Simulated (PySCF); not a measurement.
Levels of Eu⁶⁰⁺ from EOM-EA-GCCSD

Reference: closed-shell Eu⁶¹⁺, 1s2; one electron is added. Calculated with PySCF 2.14, two-component X2C-1e with screened spin-orbit coupling, an uncontracted even-tempered set (16 s from 19 bohr⁻², ratio 2.6; 12 p from 24 bohr⁻², ratio 2.6; 6 d from 25 bohr⁻², ratio 2.8; 3 f from 1100 bohr⁻², ratio 2.8); frozen nothing; the 30 highest virtual spinors dropped; of the others 56 kept and the rest restored at second order. No Breit or QED terms. Binding energies in eV.

| level | Koopmans | second order | EOM-CCSD |
| --- | --- | --- | --- |
| 2s1/2 | 13752.7 | 13753.0 | 13753.0 |
| 2p1/2 | 13609.5 | 13609.9 | 13609.9 |
| 2p3/2 | 12861.1 | 12861.4 | 12861.4 |

Electric-dipole lines between these computed levels:

| lower | upper | ΔE (eV) | vacuum wavelength (nm) |
| --- | --- | --- | --- |
| 2s1/2 | 2p1/2 | 143.09 | 8.665 |
| 2s1/2 | 2p3/2 | 891.56 | 1.391 |

For comparison, the ionisation energy of Eu⁶⁰⁺ is 13738.58 ± 0.09 eV (theoretical estimate listed by NIST; NIST Atomic Spectra Database, ionization energies).

Only part of the computed levels is shown.
